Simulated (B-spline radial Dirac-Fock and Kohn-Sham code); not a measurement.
## Sr: eigenvalues, ΔSCF and the reference

System: neutral strontium, configuration [Kr] 4d1 5s1 (not the ground configuration).

The density-functional columns are spherical, spin-unpolarised Dirac-Kohn-Sham results without Breit or QED terms: −ε is minus the orbital energy of the initial state and ΔSCF the difference of two total energies. The reference in the last column comes from relaxed Dirac-Fock hole states (ΔSCF) with Breit and QED corrections and a finite nucleus. All numbers are from a radial finite-basis atomic code, in eV; a selection of levels is shown. The Kohn-Sham columns are given as differences from the reference. For the 1s level of heavy atoms much of the gap between ΔSCF and the reference is the Breit and QED part, -39.2 eV here; for other levels the error of the functional can be larger.

| level | LDA −ε − DF | LDA ΔSCF − DF | Dirac-Fock |
| --- | --- | --- | --- |
| K | -205.4 | +34.2 | 16110.6 |
| L1 | -75.2 | -36.4 | 2228.1 |
| L2 | -53.4 | -5.2 | 2014.1 |
| L3 | -54.4 | -7.9 | 1946.9 |
| M1 | -35.6 | -22.5 | 367.1 |
| M2 | -27.0 | -13.8 | 288.7 |
| M3 | -26.9 | -14.0 | 278.1 |
| M4 | -12.2 | +0.9 | 140.5 |
| M5 | -12.3 | +0.7 | 138.7 |
| N2 | -3.9 | +0.8 | 26.58 |
| N3 | -3.9 | +0.7 | 25.43 |
| N4,5 | -1.6 | +1.1 | 2.63 |
| O1 | -1.2 | +0.9 | 4.59 |

Values without a named source are computed, but for edge energies of neutral atoms, which are taken from tables.
